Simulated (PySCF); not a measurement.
# Computed records: CH₅NSi₂, H₃NOSi₂, AlH₄N₂Si, FH₄NSi₂ and others

Computed with PySCF 2.14.0. Calculation on a computer-drawn molecule: the log of a Hartree-Fock and frozen-core CCSD(T) single point meant for a local Hartree-Fock minimum, with one planted fault or none, to be diagnosed. Offsets are logged minus clean, where the clean run is the same molecule without the fault. The reference is restricted for singlets and unrestricted otherwise, and also for a bond in bohr or an excited solution. Adding or removing an electron swaps singlet and doublet. The excited solution moves the top pair (singlet) or top alpha electron (doublet) to the lowest empty orbital. Highest occupied and lowest empty are orbital energies over both spins, largest force is the largest gradient component, triples share is (T) over the correlation energy, the T1 limit is 0.02 restricted and 0.045 unrestricted, electrons count all cores, a negative frequency is imaginary (commonest isotopes), and the dipole is about the centre of nuclear charge.

Common to all runs: logged SCF converged yes; possible faults no fault, one electron removed, one electron added, multiplicity raised by two, geometry at a saddle point, SCF held on an excited solution, minimal basis STO-3G, one bond length entered in bohr, all coordinates scaled.

```yaml
- entry: 1
  formula: CH5NSi2
  logged_structure:
    atoms_angstrom:
      - ["N", -2.532, 2.4501, 0.9091]
      - [Si, -1.0145, 2.8552, 0.8593]
      - [C, 0.5241, 1.7884, 0.9266]
      - [Si, 0.5409, 0.39, -0.3794]
      - [H, -2.8741, 1.5142, 1.0234]
      - [H, -0.6933, 4.2786, 0.683]
      - [H, 1.3938, 2.4428, 0.8189]
      - [H, 0.5325, 1.3416, 1.9299]
      - [H, -0.4887, -0.4789, 0.3149]
  given:
    meant_charge: 0
    meant_multiplicity: 1
    meant_basis: "cc-pV(D+d)Z"
    logged_electrons: 45
    logged_basis_functions: 99
    logged_spin_squared: 0.8732
    "logged_highest_occupied [eV]": -13.333
    "logged_lowest_empty [eV]": -6.9451
    "logged_largest_force [hartree/bohr]": 0.052871
    logged_T1_diagnostic: 0.040453
    logged_D1_diagnostic: 0.19896
    logged_triples_share: 0.038459
    logged_CC_converged: "yes"
    "logged_dipole_magnitude [debye]": 8.9617
    logged_SCF_stable_within_its_kind: "yes"
    "logged_energy_HF [hartree]": -672.72014
    "logged_energy_CCSD(T) [hartree]": -673.25363
    drawn_bonds_atom: [1, 2, 3, 1, 2, 3, 3, 4]
    drawn_bonds_other_atom: [2, 3, 4, 5, 6, 7, 8, 9]
    drawn_bonds_order: [2, 1, 1, 1, 1, 1, 1, 1]
  results:
    planted_fault: "one electron removed"
    "HF_energy_offset_from_clean_run [kcal/mol]": 184.0
    "CCSD(T)_energy_offset_from_clean_run [kcal/mol]": 200.0
- entry: 2
  formula: H3NOSi2
  logged_structure:
    atoms_angstrom:
      - ["N", 0.4395, 0.4904, 0.5504]
      - [Si, 0.5008, -0.8541, -0.2414]
      - [O, -0.8448, -1.5859, -0.7564]
      - [Si, -2.4914, -1.805, -0.5526]
      - [H, 1.237, 0.9949, 0.8859]
      - [H, 1.6368, -1.6721, -0.679]
      - [H, -2.5005, -1.9194, 0.967]
  given:
    meant_charge: 0
    meant_multiplicity: 1
    meant_basis: "cc-pV(D+d)Z"
    logged_electrons: 47
    logged_basis_functions: 89
    logged_spin_squared: 0.7746
    "logged_highest_occupied [eV]": -0.585
    "logged_lowest_empty [eV]": 7.1128
    "logged_largest_force [hartree/bohr]": 0.089629
    logged_T1_diagnostic: 0.020464
    logged_D1_diagnostic: 0.071784
    logged_triples_share: 0.030177
    logged_CC_converged: "yes"
    "logged_dipole_magnitude [debye]": 8.4159
    logged_SCF_stable_within_its_kind: "yes"
    "logged_energy_HF [hartree]": -708.92751
    "logged_energy_CCSD(T) [hartree]": -709.50694
    drawn_bonds_atom: [1, 2, 3, 1, 2, 4]
    drawn_bonds_other_atom: [2, 3, 4, 5, 6, 7]
    drawn_bonds_order: [2, 1, 1, 1, 1, 1]
  results:
    planted_fault: "one electron added"
    "HF_energy_offset_from_clean_run [kcal/mol]": 4.374
    "CCSD(T)_energy_offset_from_clean_run [kcal/mol]": 1.04
- entry: 3
  formula: H3NOSi2
  logged_structure:
    atoms_angstrom:
      - ["N", 0.4395, 0.4904, 0.5504]
      - [Si, 0.5008, -0.8541, -0.2414]
      - [O, -0.8448, -1.5859, -0.7564]
      - [Si, -2.4914, -1.805, -0.5526]
      - [H, 1.237, 0.9949, 0.8859]
      - [H, 1.6368, -1.6721, -0.679]
      - [H, -2.5005, -1.9194, 0.967]
  given:
    meant_charge: 0
    meant_multiplicity: 1
    meant_basis: "cc-pV(D+d)Z"
    logged_electrons: 45
    logged_basis_functions: 89
    logged_spin_squared: 0.7724
    "logged_highest_occupied [eV]": -14.069
    "logged_lowest_empty [eV]": -7.3826
    "logged_largest_force [hartree/bohr]": 0.097405
    logged_T1_diagnostic: 0.033712
    logged_D1_diagnostic: 0.17009
    logged_triples_share: 0.033909
    logged_CC_converged: "yes"
    "logged_dipole_magnitude [debye]": 8.1439
    logged_SCF_stable_within_its_kind: "yes"
    "logged_energy_HF [hartree]": -708.63046
    "logged_energy_CCSD(T) [hartree]": -709.18051
    drawn_bonds_atom: [1, 2, 3, 1, 2, 4]
    drawn_bonds_other_atom: [2, 3, 4, 5, 6, 7]
    drawn_bonds_order: [2, 1, 1, 1, 1, 1]
  results:
    planted_fault: "one electron removed"
    "HF_energy_offset_from_clean_run [kcal/mol]": 190.8
    "CCSD(T)_energy_offset_from_clean_run [kcal/mol]": 205.9
- entry: 4
  formula: H3NOSi2
  logged_structure:
    atoms_angstrom:
      - ["N", 0.4395, 0.4904, 0.5504]
      - [Si, 0.5008, -0.8541, -0.2414]
      - [O, -0.8448, -1.5859, -0.7564]
      - [Si, -2.4914, -1.805, -0.5526]
      - [H, 1.237, 0.9949, 0.8859]
      - [H, 1.6368, -1.6721, -0.679]
      - [H, -2.5005, -1.9194, 0.967]
  given:
    meant_charge: 0
    meant_multiplicity: 1
    meant_basis: "cc-pV(D+d)Z"
    logged_electrons: 46
    logged_basis_functions: 89
    logged_spin_squared: 0.0
    "logged_highest_occupied [eV]": -9.221
    "logged_lowest_empty [eV]": 0.919
    "logged_largest_force [hartree/bohr]": 4.1452e-05
    "logged_lowest_frequency [cm^-1]": 74.89
    logged_T1_diagnostic: 0.018866
    logged_D1_diagnostic: 0.054399
    logged_triples_share: 0.03024
    logged_CC_converged: "yes"
    "logged_dipole_magnitude [debye]": 2.1805
    logged_SCF_stable_within_its_kind: "yes"
    "logged_energy_HF [hartree]": -708.93448
    "logged_energy_CCSD(T) [hartree]": -709.50859
    drawn_bonds_atom: [1, 2, 3, 1, 2, 4]
    drawn_bonds_other_atom: [2, 3, 4, 5, 6, 7]
    drawn_bonds_order: [2, 1, 1, 1, 1, 1]
  results:
    planted_fault: "no fault"
    "HF_energy_offset_from_clean_run [kcal/mol]": 0.0
    "CCSD(T)_energy_offset_from_clean_run [kcal/mol]": 0.0
- entry: 5
  formula: AlH4N2Si
  logged_structure:
    atoms_angstrom:
      - ["N", 1.5099, -1.0934, -1.6576]
      - [Si, 0.4353, -0.5963, -0.6374]
      - ["N", -1.2623, -0.6133, -0.6844]
      - [Al, -2.4065, -1.2205, -1.9513]
      - [H, 1.3874, -1.5255, -2.5512]
      - [H, 0.8852, 0.0107, 0.6202]
      - [H, -1.6913, -0.2146, 0.1379]
      - [H, -3.946, -1.0417, -1.5928]
  given:
    meant_charge: 0
    meant_multiplicity: 2
    meant_basis: "cc-pV(D+d)Z"
    logged_electrons: 45
    logged_basis_functions: 94
    logged_spin_squared: 0.8779
    "logged_highest_occupied [eV]": -5.6936
    "logged_lowest_empty [eV]": -1.7383
    "logged_largest_force [hartree/bohr]": 0.031905
    "logged_dipole_magnitude [debye]": 3.0117
    logged_SCF_stable_within_its_kind: "no"
    "logged_energy_HF [hartree]": -641.9801
    drawn_bonds_atom: [1, 2, 3, 1, 2, 3, 4]
    drawn_bonds_other_atom: [2, 3, 4, 5, 6, 7, 8]
    drawn_bonds_order: [2, 1, 1, 1, 1, 1, 1]
  results:
    planted_fault: "SCF held on an excited solution"
    "HF_energy_offset_from_clean_run [kcal/mol]": 67.07
  notes: ["coupled-cluster numbers left out as unreliable"]
- entry: 6
  formula: FH4NSi2
  logged_structure:
    atoms_angstrom:
      - ["N", 0.9104, -2.7168, -2.3339]
      - [Si, 0.1905, -1.4747, -1.7302]
      - [F, -1.0458, -0.8336, -2.5236]
      - [Si, 0.4595, -0.1723, 0.2111]
      - [H, 1.6895, -3.1983, -1.929]
      - [H, -0.79, -0.2361, 0.9979]
      - [H, 0.7313, 1.2234, -0.1922]
      - [H, 1.5909, -0.7186, 0.9873]
  given:
    meant_charge: 0
    meant_multiplicity: 1
    meant_basis: "cc-pV(D+d)Z"
    logged_electrons: 48
    logged_basis_functions: 94
    logged_spin_squared: 0.0
    "logged_highest_occupied [eV]": -10.406
    "logged_lowest_empty [eV]": 1.8367
    "logged_largest_force [hartree/bohr]": 1.2002e-05
    "logged_lowest_frequency [cm^-1]": 68.903
    logged_T1_diagnostic: 0.017675
    logged_D1_diagnostic: 0.054054
    logged_triples_share: 0.027926
    logged_CC_converged: "yes"
    "logged_dipole_magnitude [debye]": 3.8281
    logged_SCF_stable_within_its_kind: "yes"
    "logged_energy_HF [hartree]": -734.11243
    "logged_energy_CCSD(T) [hartree]": -734.71541
    drawn_bonds_atom: [1, 2, 2, 1, 4, 4, 4]
    drawn_bonds_other_atom: [2, 3, 4, 5, 6, 7, 8]
    drawn_bonds_order: [2, 1, 1, 1, 1, 1, 1]
  results:
    planted_fault: "no fault"
    "HF_energy_offset_from_clean_run [kcal/mol]": 0.0
    "CCSD(T)_energy_offset_from_clean_run [kcal/mol]": 0.0
- entry: 7
  formula: H3NOSi2
  logged_structure:
    atoms_angstrom:
      - ["N", -1.8078, -0.8572, 0.0077]
      - [Si, -0.3378, -0.2982, -0.0028]
      - [O, 0.897, -1.3656, -0.0038]
      - [Si, 0.2869, 2.0388, -0.0204]
      - [H, -2.5964, -0.2364, 0.0039]
      - [H, 1.7821, -1.0351, 0.0004]
      - [H, 1.7761, 1.7538, 0.015]
  given:
    meant_charge: 0
    meant_multiplicity: 1
    meant_basis: "cc-pV(D+d)Z"
    logged_electrons: 46
    logged_basis_functions: 89
    logged_spin_squared: 0.0
    "logged_highest_occupied [eV]": -9.2286
    "logged_lowest_empty [eV]": -0.82234
    "logged_largest_force [hartree/bohr]": 5.6997e-05
    "logged_lowest_frequency [cm^-1]": -111.43
    logged_T1_diagnostic: 0.021273
    logged_D1_diagnostic: 0.074056
    logged_triples_share: 0.032681
    logged_CC_converged: "yes"
    "logged_dipole_magnitude [debye]": 4.5556
    logged_SCF_stable_within_its_kind: "yes"
    "logged_energy_HF [hartree]": -708.87844
    "logged_energy_CCSD(T) [hartree]": -709.46057
    drawn_bonds_atom: [1, 2, 2, 1, 3, 4]
    drawn_bonds_other_atom: [2, 3, 4, 5, 6, 7]
    drawn_bonds_order: [2, 1, 1, 1, 1, 1]
  results:
    planted_fault: "geometry at a saddle point"
    "HF_energy_offset_from_clean_run [kcal/mol]": 7.937
    "CCSD(T)_energy_offset_from_clean_run [kcal/mol]": 5.081
  notes: ["T1 above single-reference limit"]
- entry: 8
  formula: ClHNOSi
  logged_structure:
    atoms_angstrom:
      - ["N", -0.6318, -0.6169, -0.0098]
      - [Si, -0.1912, 0.4332, 1.1261]
      - [O, -0.8037, 1.2275, 2.2741]
      - [Cl, 1.8864, 0.7977, 0.9328]
      - [H, -1.6117, -0.846, 0.0124]
  given:
    meant_charge: -1
    meant_multiplicity: 1
    meant_basis: "aug-cc-pV(D+d)Z"
    logged_electrons: 48
    logged_basis_functions: 119
    logged_spin_squared: 2.0071
    "logged_highest_occupied [eV]": 0.22757
    "logged_lowest_empty [eV]": 3.0136
    "logged_largest_force [hartree/bohr]": 0.082962
    logged_T1_diagnostic: 0.051663
    logged_D1_diagnostic: 0.30822
    logged_triples_share: 0.038673
    logged_CC_converged: "yes"
    "logged_dipole_magnitude [debye]": 8.162
    logged_SCF_stable_within_its_kind: "yes"
    "logged_energy_HF [hartree]": -878.35236
    "logged_energy_CCSD(T) [hartree]": -879.00051
    drawn_bonds_atom: [1, 2, 2, 1]
    drawn_bonds_other_atom: [2, 3, 4, 5]
    drawn_bonds_order: [2, 1, 1, 1]
  results:
    planted_fault: "multiplicity raised by two"
    "HF_energy_offset_from_clean_run [kcal/mol]": 74.77
    "CCSD(T)_energy_offset_from_clean_run [kcal/mol]": 93.36
  notes: ["T1 above single-reference limit", "highest electron not bound in this basis"]
- entry: 9
  formula: BClH4N2
  logged_structure:
    atoms_angstrom:
      - ["N", -3.0137, -1.2039, -0.9733]
      - [B, -2.3759, -2.2928, -0.3604]
      - ["N", -1.6182, -2.2157, 0.8177]
      - [Cl, -2.5423, -3.9126, -1.1459]
      - [H, -3.544, -1.3012, -1.8113]
      - [H, -2.9765, -0.2752, -0.6111]
      - [H, -1.1805, -3.0146, 1.2218]
      - [H, -1.4733, -1.3653, 1.3186]
  given:
    meant_charge: 0
    meant_multiplicity: 1
    meant_basis: "cc-pV(D+d)Z"
    logged_electrons: 41
    logged_basis_functions: 85
    logged_spin_squared: 0.7518
    "logged_highest_occupied [eV]": 4.1834
    "logged_lowest_empty [eV]": 9.4916
    "logged_largest_force [hartree/bohr]": 0.029801
    logged_T1_diagnostic: 0.02385
    logged_D1_diagnostic: 0.14581
    logged_triples_share: 0.029473
    logged_CC_converged: "yes"
    "logged_dipole_magnitude [debye]": 5.2667
    logged_SCF_stable_within_its_kind: "yes"
    "logged_energy_HF [hartree]": -595.40466
    "logged_energy_CCSD(T) [hartree]": -596.04107
    drawn_bonds_atom: [1, 2, 2, 1, 1, 3, 3]
    drawn_bonds_other_atom: [2, 3, 4, 5, 6, 7, 8]
    drawn_bonds_order: [1, 1, 1, 1, 1, 1, 1]
  results:
    planted_fault: "one electron added"
    "HF_energy_offset_from_clean_run [kcal/mol]": 103.7
    "CCSD(T)_energy_offset_from_clean_run [kcal/mol]": 88.34
  notes: ["highest electron not bound in this basis"]
- entry: 10
  formula: BClH4N2
  logged_structure:
    atoms_angstrom:
      - ["N", -3.0137, -1.2039, -0.9733]
      - [B, -2.3759, -2.2928, -0.3604]
      - ["N", -1.6182, -2.2157, 0.8177]
      - [Cl, -2.5423, -3.9126, -1.1459]
      - [H, -3.544, -1.3012, -1.8113]
      - [H, -2.9765, -0.2752, -0.6111]
      - [H, -1.1805, -3.0146, 1.2218]
      - [H, -1.4733, -1.3653, 1.3186]
  given:
    meant_charge: 0
    meant_multiplicity: 1
    meant_basis: "cc-pV(D+d)Z"
    logged_electrons: 40
    logged_basis_functions: 85
    logged_spin_squared: 2.0188
    "logged_highest_occupied [eV]": -2.5046
    "logged_lowest_empty [eV]": -0.42807
    "logged_largest_force [hartree/bohr]": 0.085291
    logged_T1_diagnostic: 0.036789
    logged_D1_diagnostic: 0.18121
    logged_triples_share: 0.030866
    logged_CC_converged: "yes"
    "logged_dipole_magnitude [debye]": 2.7927
    logged_SCF_stable_within_its_kind: "yes"
    "logged_energy_HF [hartree]": -595.32121
    "logged_energy_CCSD(T) [hartree]": -595.91985
    drawn_bonds_atom: [1, 2, 2, 1, 1, 3, 3]
    drawn_bonds_other_atom: [2, 3, 4, 5, 6, 7, 8]
    drawn_bonds_order: [1, 1, 1, 1, 1, 1, 1]
  results:
    planted_fault: "multiplicity raised by two"
    "HF_energy_offset_from_clean_run [kcal/mol]": 156.1
    "CCSD(T)_energy_offset_from_clean_run [kcal/mol]": 164.4
```
